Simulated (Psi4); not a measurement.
CH$_{2}$N, charge +1, singlet, geometry from GFN2-xTB; Psi4 1.11 with B97M-V/def2-SVPD.

Input for Psi4:
```
memory 2 GB

molecule {
1 1
  C    -0.00000000   -0.00000000   -0.60033760
  N     0.00000000    0.00000000    0.53266898
  H    -0.00000000   -0.00000000   -1.67489223
  H     0.00000000    0.00000000    1.54823496
}

set basis def2-svpd

energy('b97m-v')
print_variables()
```

The log (banner, timings and long lists left out):

```
   => Loading Basis Set <=

    Name: DEF2-SVPD
    Role: ORBITAL
    Keyword: BASIS

         ---------------------------------------------------------
                                   SCF
               by Justin Turney, Rob Parrish, Andy Simmonett
                          and Daniel G. A. Smith
                              RKS Reference
         ---------------------------------------------------------

  ==> Geometry <==

    Molecular point group: c2v
    Full point group: C_inf_v

    Geometry (in Angstrom), charge = 1, multiplicity = 1:

       Center              X                  Y                   Z               Mass
    ------------   -----------------  -----------------  -----------------  -----------------
         C            0.000000000000     0.000000000000    -0.604881118087    12.000000000000
         N            0.000000000000     0.000000000000     0.528125461913    14.003074004430
         H            0.000000000000     0.000000000000    -1.679435748087     1.007825032230
         H            0.000000000000     0.000000000000     1.543691441913     1.007825032230

  Running in c2v symmetry.

  Rotational constants: A = ************  B =      1.24498  C =      1.24498 [cm^-1]
  Rotational constants: A = ************  B =  37323.60090  C =  37323.60090 [MHz]
  Nuclear repulsion =   29.538490618796082

  Charge       = 1
  Multiplicity = 1
  Electrons    = 14
  Nalpha       = 7
  Nbeta        = 7

  ==> Algorithm <==

  SCF Algorithm Type is DF.
  DIIS enabled.
  MOM disabled.
  Fractional occupation disabled.
  Guess Type is SAD.
  Energy threshold   = 1.00e-06
  Density threshold  = 1.00e-06
  Integral threshold = 1.00e-12

  ==> Primary Basis <==

  Basis Set: DEF2-SVPD
    Blend: DEF2-SVPD
    Number of shells: 24
    Number of basis functions: 56
    Number of Cartesian functions: 60
    Spherical Harmonics?: true
    Max angular momentum: 2

  ==> DFT Potential <==

   => LibXC <=

    Version 7.1.2
    S. Lehtola, C. Steigemann, M. J. T. Oliveira, and M. A. L. Marques,  SoftwareX 7, 1–5 (2018) (10.1016/j.softx.2017.11.002)

   => Composite Functional: B97M-V <=

    B97M-V GGA Exchange-Correlation Functional

    N. Mardirossian and M. Head-Gordon,  J. Chem. Phys. 142, 074111 (2015) (10.1063/1.4907719)

    Deriv               =              1
    GGA                 =           TRUE
    Meta                =           TRUE

    Exchange Hybrid     =          FALSE
    MP2 Hybrid          =          FALSE

   => Exchange-Correlation Functionals <=

    1.0000   B97M-V exchange-correlation functional

   => LibXC Density Thresholds  <==

    XC_MGGA_XC_B97M_V:  1.00E-15

   => VV10 Non-Local Parameters <=

    VV10 B              =     6.0000E+00
    VV10 C              =     1.0000E-02

   => Molecular Quadrature <=

    Radial Scheme          =       TREUTLER
    Pruning Scheme         =           NONE
    Nuclear Scheme         =       TREUTLER

    Blocking Scheme        =         OCTREE
    BS radius alpha        =              1
    Pruning alpha          =              1
    Radial Points          =             75
    Spherical Points       =            302
    Total Points           =          87972
    Total Blocks           =            694
    Max Points             =            256
    Max Functions          =             56
    Weights Tolerance      =       1.00E-15

   => Loading Basis Set <=

    Name: (DEF2-SVPD AUX)
    Role: JKFIT
    Keyword: DF_BASIS_SCF

  ==> Integral Setup <==

  SCF_SUBTYPE=INCORE selected. In-core MEM_DF algorithm will be used.
  Using in-core AOs.

  ==> MemDFJK: Density-Fitted J/K Matrices <==

    J tasked:                   Yes
    K tasked:                    No
    wK tasked:                   No
    Algorithm:                 Core
    Schwarz Cutoff:           1E-12
    Mask sparsity (%):       0.0000
    Fitting Condition:        1E-10

   => Auxiliary Basis Set <=

  Basis Set: (DEF2-SVPD AUX)
    Blend: DEF2-UNIVERSAL-JKFIT
    Number of shells: 62
    Number of basis functions: 188
    Number of Cartesian functions: 222
    Spherical Harmonics?: true
    Max angular momentum: 4

  Minimum eigenvalue in the overlap matrix is 2.6667870478E-04.
  Reciprocal condition number of the overlap matrix is 4.2798029917E-05.
    Using symmetric orthogonalization.

  ==> Pre-Iterations <==

  SCF Guess: Superposition of Atomic Densities via on-the-fly atomic UHF (no occupation information).

   -------------------------
    Irrep   Nso     Nmo
   -------------------------
     A1        28      28
     A2         4       4
     B1        12      12
     B2        12      12
   -------------------------
    Total      56      56
   -------------------------

  ==> Iterations <==

                           Total Energy        Delta E     RMS |[F,P]|

   @DF-RKS iter SAD:   -93.56073149225236   -9.35607e+01   0.00000e+00
   @DF-RKS iter   1:   -93.56096788043010   -2.36388e-04   1.14360e-02 ADIIS/DIIS
   @DF-RKS iter   2:   -93.45655099698709    1.04417e-01   1.80439e-02 ADIIS/DIIS
   @DF-RKS iter   3:   -93.59790633915696   -1.41355e-01   6.34385e-03 ADIIS/DIIS
   @DF-RKS iter   4:   -93.61975992226272   -2.18536e-02   6.14413e-04 ADIIS/DIIS
   @DF-RKS iter   5:   -93.61996382766466   -2.03905e-04   6.29408e-05 DIIS
   @DF-RKS iter   6:   -93.61996649936124   -2.67170e-06   4.42179e-06 DIIS
   @DF-RKS iter   7:   -93.61996651051196   -1.11507e-08   6.43055e-07 DIIS
  Energy and wave function converged.

  ==> Post-Iterations <==

   Electrons on quadrature grid:
      Ntotal   =   14.0000002676 ; deviation = 2.676e-07

    Orbital Energies [Eh]
    ---------------------

    Doubly Occupied:

[...]
       1B2    -0.682178

    Virtual:

[...]
      28A1     4.065609

    Final Occupation by Irrep:
             A1    A2    B1    B2
    DOCC [     5,    0,    1,    1 ]
    NA   [     5,    0,    1,    1 ]
    NB   [     5,    0,    1,    1 ]

  @DF-RKS Final Energy:   -93.61996651051196

   => Energetics <=

    Nuclear Repulsion Energy =             29.5384906187960823
    One-Electron Energy =                -179.1638923001887065
    Two-Electron Energy =                  68.6758903506446785
    DFT Exchange-Correlation Energy =     -12.7293355344316392
    Empirical Dispersion Energy =           0.0000000000000000
    VV10 Nonlocal Energy =                  0.0588803546676161
    Total Energy =                        -93.6199665105119578

Computation Completed

Properties will be evaluated at   0.000000,   0.000000,   0.000000 [a0]

Properties computed using the SCF density matrix

 Multipole Moments:

 ------------------------------------------------------------------------------------
     Multipole            Electronic (a.u.)      Nuclear  (a.u.)        Total (a.u.)
 ------------------------------------------------------------------------------------

 L = 1.  Multiply by 2.5417464519 to convert [e a0] to [Debye]
 Dipole X            :          0.0000000            0.0000000            0.0000000
 Dipole Y            :          0.0000000            0.0000000            0.0000000
 Dipole Z            :          0.0042157           -0.1287901           -0.1245744
 Magnitude           :                                                    0.1245744

 ------------------------------------------------------------------------------------

  Variable Map:
  ----------------------------------------------------------------------------
[...]
  Array Variable Map:
  ----------------------------------------------------------------------------
[...]
[...]
```
